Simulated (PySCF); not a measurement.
A small calculation by hand: oscillator strength and radiative lifetime

InClBr2, SMILES [Cl][In]([Br])[Br].

Geometry optimised at B3LYP-D3(BJ)/def2-SVP. The structure was generated by enumeration; whether it is a known compound was not checked. The def2 effective core potentials stand for the cores of In; spin–orbit coupling is left out.

PySCF with TDA-PBE/def2-SVPD puts the first singlet state with f over 0.02 at 3.75 eV (vertical), with the transition dipole (0.000, 0.000, -0.519) in atomic units.

### Question
Find the oscillator strength, the wavelength and the radiative lifetime that this transition would have in vacuum if emission retraced absorption.

### Answer

|μ|² = 0.2694 au, so |μ| = 1.32 D. ΔE = 3.75/27.211 = 0.1378 hartree. f = (2/3) ΔE |μ|² = 0.025 (the program prints 0.025).
λ = 1239.84/3.75 = 331 nm; ν = 30246 cm⁻¹.
Einstein's coefficient A = 0.6670 ν² f s⁻¹ (ν in cm⁻¹) = 1.5e7 s⁻¹, so τ = 1/A = 66 ns. This state is S3; the lower singlets have f = 0.004, 0.000. The figure is the radiative limit of this one transition; relaxation, internal conversion, crossing to triplets and a medium change what is measured.
